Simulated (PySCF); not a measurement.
From a computed spectrum to the compound

A species of 8 atoms with charge 4 has these harmonic modes (B3LYP, small Gaussian bases with core potentials, PySCF 2.14.0):

```
cm⁻¹  km/mol  symmetry
  85     0.0         e
  85     0.0         e
 110     3.8        t2
 110     3.8        t2
 110     3.8        t2
 149     0.0        a1
 196     0.0        t1
 196     0.0        t1
 196     0.0        t1
 224     0.0         e
 224     0.0         e
 260    23.9        t2
 260    23.9        t2
 260    23.9        t2
 278     0.0        a1
 295   138.2        t2
 295   138.2        t2
 295   138.2        t2
```

**Question.** Which species is it, and in which structure?

**Answer.** [Pm4S4]4+ (singlet in the valence; each metal's 4f electrons, 4 of them, lie in its core potential, out of spins and levels):
```xyz
8

Pm    1.4437    1.4437    1.4437
Pm    1.4437   -1.4437   -1.4437
Pm   -1.4437    1.4437   -1.4437
Pm   -1.4437   -1.4437    1.4437
S     1.2885    1.2885   -1.2885
S     1.2885   -1.2885    1.2885
S    -1.2885    1.2885    1.2885
S    -1.2885   -1.2885   -1.2885
```
Ideal gas at 298.15 K and 1 bar: S = 513.9 J/(mol K), Cp = 170.5 J/(mol K), H − H(0 K) = 36.7 kJ/mol (rigid rotor, harmonic modes, spin degeneracy alone, that of the 4f electrons in the core included). An lcecp potential fixes the number of 4f electrons, so in runs with it no electron can move into or out of that shell.
 The answer isn't unique; the calculation gave this one.
